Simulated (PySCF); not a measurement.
2-ethylidene-1,3-dioxole (C₅H₆O₂), SMILES CC=C1OC=CO1. The structure is a stationary point at B3LYP-D3(BJ)/def2-SVP.

Computed equilibrium geometry at B3LYP-D3(BJ)/def2-SVP (PySCF confirms it by a frequency run) as bond lengths and angles, and its point group:
point group Cs.
Atoms: C1 C2 C3 O4 C5 C6 O7 H8 H9 H10 H11 H12 H13. Bond lengths (Å): C1–C2 1.500, C1–H8 1.105, C1–H9 1.105, C1–H10 1.100, C2–C3 1.337, C2–H11 1.092, C3–O4 1.377, C3–O7 1.377, O4–C5 1.379, C5–C6 1.335, C5–H12 1.085, C6–O7 1.378, C6–H13 1.085. Bond angles (°): C2–C1–H8 111.7, C2–C1–H9 111.7, C2–C1–H10 111.3, H8–C1–H9 106.6, H8–C1–H10 107.6, H9–C1–H10 107.6, C1–C2–C3 123.9, C1–C2–H11 120.0, C3–C2–H11 116.0, C2–C3–O4 125.8, C2–C3–O7 125.5, O4–C3–O7 108.6, C3–O4–C5 106.6, O4–C5–C6 109.0, O4–C5–H12 117.6, C6–C5–H12 133.4, C5–C6–O7 109.1, C5–C6–H13 133.3, O7–C6–H13 117.6, C3–O7–C6 106.6.
Charge 0, spin multiplicity 1.
